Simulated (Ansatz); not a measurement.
Frontier orbitals of C$_{3}$H$_{7}$ClSi, SMILES `ClC[SiH]1CC1`.

Cartesian coordinates in Å:
```
Cl 0.161 2.561 -1.740
C 0.357 0.789 -1.598
Si 0.602 0.299 0.194
C -0.016 -1.349 0.745
C -0.867 -0.139 1.207
H -0.541 0.323 -2.004
H 1.204 0.508 -2.224
H 1.795 0.901 0.824
H 0.515 -1.886 1.524
H -0.485 -2.018 0.030
H -0.866 0.068 2.272
H -1.858 -0.056 0.770
```

Charge 0, multiplicity 1. The geometry is a stationary point of PBE0-D4/def2-TZVP. It is one conformer, not always the lowest. Basis def2-TZVPP, Ansatz.

| functional | HOMO (eV) | LUMO (eV) | gap (eV) |
| --- | --- | --- | --- |
| PBE | -5.85 | -0.88 | 4.97 |
| BLYP | -5.71 | -0.76 | 4.95 |
| r2SCAN | -6.07 | -0.60 | 5.47 |
| B97M-V | -6.10 | -0.63 | 5.47 |
| PBE0 | -6.99 | 0.10 | 7.09 |
| r2SCAN0 | -7.13 | 0.26 | 7.39 |
| BHLYP | -8.02 | 1.03 | 9.05 |
| ωB97M-V | -9.16 | 1.91 | 11.07 |

Against PBE, PBE0 changes HOMO and LUMO by −1.14 and +0.97 eV, ωB97M-V by −3.31 and +2.78 eV. A gap of 4.98 eV thus becomes 11.07 eV for the same molecule, so an orbital gap means little without its functional. A positive LUMO is unbound and depends on the basis.
